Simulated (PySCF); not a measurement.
H₃InOS₂, SMILES [OH][In]([SH])[SH].

Geometry optimised at B3LYP-D3(BJ)/def2-SVP. The structure was generated by enumeration; whether it is a known compound was not checked. The def2 effective core potentials stand for the cores of In; spin–orbit coupling is left out. Other conformers were not sampled.

Level of theory: PBE/def2-TZVP (PySCF).

Symmetry labels are those of the subgroup Cs that the program uses (full group Cs).

Computed valence orbital energies around the gap with their symmetry:
```tsv
orbital	symmetry	energy (eV)
HOMO−7	A'	-10.42
HOMO−6	A'	-10.03
HOMO−5	A'	-9.30
HOMO−4	A'	-7.78
HOMO−3	A'	-7.32
HOMO−2	A"	-7.28
HOMO−1	A"	-6.62
HOMO	A"	-6.39
LUMO	A'	-2.88
LUMO+1	A"	-1.69
LUMO+2	A'	-0.85
LUMO+3	A'	-0.56
```
